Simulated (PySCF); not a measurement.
Molecule (SMILES): F[SiH] (F-SiH) (closed-shell singlet).
Geometry (B3LYP-D3(BJ)/def2-TZVP, fixed):
```
Si
F 1 1.6199
H 1 1.5380 2 96.45
```

Basis-set convergence of the mean static polarisability at PBE0 with PySCF. All functions are spherical. Density fitting with generated auxiliary sets. In sets without p functions on hydrogen, species with hydrogen take exact integrals. No added dispersion term, no relativity. Reference: the value in aug-pcseg-3, 32.97 bohr³, itself unsure by roughly 0.3 % (its mean distance from aug-cc-pV(Q+d)Z, aug-pcseg-2, aug-cc-pV(T+d)Z). Deviations are taken from unrounded values.

```json
[
 {"basis": "6-31G*", "functions": "34", "mean static polarisability (bohr³)": "24.22"},
 {"basis": "6-31+G*", "functions": "42", "mean static polarisability (bohr³)": "27.24"},
 {"basis": "def2-SVP", "functions": "37", "mean static polarisability (bohr³)": "25.23"},
 {"basis": "def2-SVPD", "functions": "55", "mean static polarisability (bohr³)": "31.39"},
 {"basis": "pcseg-1", "functions": "37", "mean static polarisability (bohr³)": "25.41"},
 {"basis": "aug-pcseg-1", "functions": "59", "mean static polarisability (bohr³)": "32.24"},
 {"basis": "cc-pV(D+d)Z", "functions": "42", "mean static polarisability (bohr³)": "25.41"},
 {"basis": "aug-cc-pV(D+d)Z", "functions": "64", "mean static polarisability (bohr³)": "32.20"},
 {"basis": "6-311G**", "functions": "50", "mean static polarisability (bohr³)": "25.25"},
 {"basis": "6-311+G**", "functions": "58", "mean static polarisability (bohr³)": "28.14"},
 {"basis": "def2-TZVP", "functions": "74", "mean static polarisability (bohr³)": "28.83"},
 {"basis": "def2-TZVPD", "functions": "92", "mean static polarisability (bohr³)": "32.57"},
 {"basis": "pcseg-2", "functions": "78", "mean static polarisability (bohr³)": "27.76"},
 {"basis": "aug-pcseg-2", "functions": "119", "mean static polarisability (bohr³)": "32.82"},
 {"basis": "cc-pV(T+d)Z", "functions": "83", "mean static polarisability (bohr³)": "28.84"},
 {"basis": "aug-cc-pV(T+d)Z", "functions": "124", "mean static polarisability (bohr³)": "32.82"},
 {"basis": "def2-TZVPP", "functions": "87", "mean static polarisability (bohr³)": "28.98"},
 {"basis": "def2-TZVPPD", "functions": "105", "mean static polarisability (bohr³)": "32.59"},
 {"basis": "cc-pV(Q+d)Z", "functions": "149", "mean static polarisability (bohr³)": "30.87"},
 {"basis": "aug-cc-pV(Q+d)Z", "functions": "215", "mean static polarisability (bohr³)": "32.95"},
 {"basis": "def2-QZVPP", "functions": "157", "mean static polarisability (bohr³)": "31.25"},
 {"basis": "def2-QZVPPD", "functions": "175", "mean static polarisability (bohr³)": "32.88"},
 {"basis": "pcseg-3", "functions": "157", "mean static polarisability (bohr³)": "30.97"},
 {"basis": "aug-pcseg-3", "functions": "223", "mean static polarisability (bohr³)": "32.97"}
]
```

What the diffuse functions change, pair by pair:
- 6-31G* to 6-31+G*: 8 more functions, deviation -26.5 to -17.4 %
- def2-SVP to def2-SVPD: 18 more functions, deviation -23.5 to -4.8 %
- pcseg-1 to aug-pcseg-1: 22 more functions, deviation -22.9 to -2.2 %
- cc-pV(D+d)Z to aug-cc-pV(D+d)Z: 22 more functions, deviation -22.9 to -2.3 %
- 6-311G** to 6-311+G**: 8 more functions, deviation -23.4 to -14.6 %
- def2-TZVP to def2-TZVPD: 18 more functions, deviation -12.6 to -1.2 %
- pcseg-2 to aug-pcseg-2: 41 more functions, deviation -15.8 to -0.4 %
- cc-pV(T+d)Z to aug-cc-pV(T+d)Z: 41 more functions, deviation -12.5 to -0.5 %
- def2-TZVPP to def2-TZVPPD: 18 more functions, deviation -12.1 to -1.1 %
- cc-pV(Q+d)Z to aug-cc-pV(Q+d)Z: 66 more functions, deviation -6.4 to -0.1 %
- def2-QZVPP to def2-QZVPPD: 18 more functions, deviation -5.2 to -0.3 %
- pcseg-3 to aug-pcseg-3: 66 more functions, deviation -6.1 to 0.0 %

Leaving out the reference's own pair, they bring the value nearer the reference by more than 0.3 % in 11 of 11 pairs.
